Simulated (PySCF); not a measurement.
**Al: excitation energy**

Al [Ne] 3s2 3p1 (2P) → Al [Ne] 3s1 3p2 (4P), as a difference of total energies. All numbers are calculated (PySCF 2.14, scalar relativity by spin-free X2C-1e, in x2c-TZVPPall (5s5p3d1f, 42 functions)). Correlated levels: valence and next inner shell: 1s2 frozen. The calculations carry no spin-orbit coupling.

| method | excitation energy (cm⁻¹) |
| --- | --- |
| UHF | 19640 |
| MP2 (valence and next inner shell) | 26657 |
| SCS-MP2 (valence and next inner shell) | 28788 |
| CCSD (valence and next inner shell) | 28337 |
| CCSD(T) (valence and next inner shell) | 28722 |

Errors of the correlated levels include the incompleteness of this basis and the frozen core.

For comparison: 29022 cm⁻¹ (measured; NIST levels, between the centres of gravity of the two terms).
